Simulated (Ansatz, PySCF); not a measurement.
Gas-phase reaction in SMILES: ClCl → 2 Cl atom (the Cl-Cl bond at the site shown breaks; other sites are not compared here)
Geometries: B3LYP-D3(BJ)/def2-TZVP minima from Ansatz (a program for electronic structure).

Quantity: bond dissociation energy (enthalpy at 298 K, with B3LYP-D3(BJ) rigid-rotor harmonic-oscillator terms from PySCF), in kcal/mol. Valence correlation only, unless marked. Open shells are spin-unrestricted. Spin-orbit coupling is left out. No relativistic terms. FCI takes restricted orbitals. CBS(X,Y): correlation extrapolated as X^-3; Hartree-Fock from the larger set (for Q and 5 zeta extrapolated as (X+1)exp(-9√X)). The bracket is a focal-point correction in the basis named.

From measured enthalpies of formation at 298 K: 58.0 kcal/mol (ClCl 0.0, ATcT 1.112; Cl atom 29.0, ATcT 1.112). It holds spin-orbit effects, which the calculations lack, and core correlation, which the frozen-core levels lack.

| level | program | bond dissociation energy (kcal/mol) | error against measurement |
|---|---|---|---|
| HF/cc-pwCVTZ | Ansatz | 18.7 | -39.3 |
| HF/def2-TZVPD | PySCF | 18.5 | -39.5 |
| TPSS/def2-TZVPD | PySCF | 61.2 | 3.2 |
| M06-L-D4/def2-TZVPD | PySCF + dftd4 | 61.6 | 3.6 |
| RI-MP2/aug-cc-pV(T+d)Z | Ansatz | 59.1 | 1.1 |
| RI-MP2/cc-pV(Q+d)Z | Ansatz | 61.2 | 3.2 |
| SCS-MP2/def2-QZVPP | Ansatz | 58.1 | 0.1 |
| FCI/STO-3G | Ansatz | 36.6 | -21.4 |
| RI-MP2/CBS(aug-cc-pV(T+d)Z,aug-cc-pV(Q+d)Z)+[CCSD(T)-MP2]/aug-cc-pV(D+d)Z | Ansatz | 60.3 | 2.3 |
| CCSD(T)/CBS(cc-pV(Q+d)Z,cc-pV(5+d)Z) | Ansatz | 59.5 | 1.5 |
